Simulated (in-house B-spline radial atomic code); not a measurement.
A run on Bi⁻ that did not converge. Method: scalar-relativistic (X2C) TPSSh, spin-polarised, spherical fractional occupations, exact exchange averaged over the configuration, Fermi nucleus of rms radius 5.5211 fm; computed with an all-electron radial atomic-structure program (B-spline basis).

Command:
```bash
python run_scf.py task.json out
```
Settings (nuclear radius in fm, mass in u):
```
Z                83
configuration    [Xe] 4f14 5d10 6s2 6p4
hamiltonian      x2c
method           tpssh
spin_polarised   True
nucleus          fermi
rms_radius       5.5211
atomic_mass      208.9804
speed_of_light   137.035999084
exact_exchange   averaged over the configuration
```

First and last ten iterations of the last attempt (damped for 15 steps, keeping 80 % of the old Fock matrix, then DIIS):
```
 iter        energy (Eh)    residual
    1      -21532.970798    1.43e-01
    2      -21534.254382    9.67e-02
    3      -21534.495802    6.81e-02
    4      -21534.624057    4.77e-02
    5      -21534.695128    3.54e-02
    6      -21534.735711    2.66e-02
    7      -21534.759230    1.93e-02
    8      -21534.772872    1.37e-02
    9      -21534.780715    9.45e-03
   10      -21534.785162    6.37e-03
  111      -21534.785940    6.02e-03
  112      -21534.737188    1.60e-02
  113      -21534.737120    1.60e-02
  114      -21534.736302    1.62e-02
  115      -21534.735786    1.63e-02
  116      -21534.735391    1.64e-02
  117      -21532.631521    1.02e-01
  118      -21532.510198    1.14e-01
  119      -21532.506228    1.14e-01
  120      -21532.501555    1.14e-01
 not converged after 120 iterations
```

The smallest residual met was 1.8e-03; the threshold is about 8e-07. No energy from this run should be used. Cost of the run: 13 s on 1 thread of Arm Neoverse N1 (shared host).
